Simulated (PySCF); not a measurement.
Input file for PySCF: D3(BJ) and D4 dispersion corrections on Cl3Ga (SMILES [Cl][Ga]([Cl])[Cl]).

```python
from pyscf import gto
from pyscf.dispersion import dftd3, dftd4

mol = gto.M(
    atom='''
    Ga    0.00005036   -0.00001326   -0.00057016
    Cl    2.13453578   -0.00972955   -0.00903274
    Cl   -1.05882154    1.85338218   -0.00143330
    Cl   -1.07566460   -1.84363936    0.01113621
    ''',
    basis='def2-svp',
    charge=0, spin=0, verbose=0, max_memory=1800)
d3, d4 = {}, {}
for xc in ['hf', 'pbe', 'blyp', 'revpbe', 'tpss', 'r2scan', 'b3lyp', 'pbe0', 'bhlyp', 'camb3lyp', 'b2plyp']:
    d3[xc] = float(dftd3.DFTD3Dispersion(mol, xc=xc, version='d3bj', atm=False).get_dispersion()['energy'])
    print(f'D3(BJ) {xc:10s} {d3[xc]:14.8f} Eh')
for xc in ['hf', 'pbe', 'blyp', 'revpbe', 'tpss', 'r2scan', 'b3lyp', 'pbe0', 'bhlyp', 'camb3lyp', 'b2plyp']:
    d4[xc] = float(dftd4.DFTD4Dispersion(mol, xc={'camb3lyp': 'cam-b3lyp'}.get(xc, xc), atm=True).get_dispersion()['energy'])
    print(f'D4     {xc:10s} {d4[xc]:14.8f} Eh')
```

Program output:

```
D3(BJ) hf            -0.03337607 Eh
D3(BJ) pbe           -0.00432704 Eh
D3(BJ) blyp          -0.01040483 Eh
D3(BJ) revpbe        -0.00942450 Eh
D3(BJ) tpss          -0.00595860 Eh
D3(BJ) r2scan        -0.00126689 Eh
D3(BJ) b3lyp         -0.00882617 Eh
D3(BJ) pbe0          -0.00425747 Eh
D3(BJ) bhlyp         -0.00817146 Eh
D3(BJ) camb3lyp      -0.00468738 Eh
D3(BJ) b2plyp        -0.00489495 Eh
D4     hf            -0.01555736 Eh
D4     pbe           -0.00547564 Eh
D4     blyp          -0.01134629 Eh
D4     revpbe        -0.01175315 Eh
D4     tpss          -0.00731225 Eh
D4     r2scan        -0.00120717 Eh
D4     b3lyp         -0.00904766 Eh
D4     pbe0          -0.00475636 Eh
D4     bhlyp         -0.00872127 Eh
D4     camb3lyp      -0.00505102 Eh
D4     b2plyp        -0.00382051 Eh
```

The run finished.

Cost: around 0.03 core-seconds (rough).
